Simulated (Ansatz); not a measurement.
Ansatz (a first-principles code) input:

Ansatz 0.2 input:
```yaml
crystal:
  periodic: [false, false, false]
  atoms:
    - {symbol: Mn, position_ang: [-0.28852277, -0.33413064, -0.25922933]}
    - {symbol: O, position_ang: [0.71922246, 0.91278582, 0.65440685]}
    - {symbol: H, position_ang: [1.45928965, 1.05097957, 1.24547836]}
basis:
  gaussian:
    orbitals: def2-TZVPD
hamiltonian:
  xc: {name: B2PLYP}
total_charge: -1
magnetization: {spin_polarized: true, initial_magnetization: 5}
correlation: {electrons: outside_noble_gas}
```

Q: Predict the final energy.

A: -1226.57542 Eh (B2PLYP/def2-TZVPD). The basis has 97 functions.

This state (charge -1, sextet) is run at the relaxed geometry of the species with charge 0 and multiplicity 7.
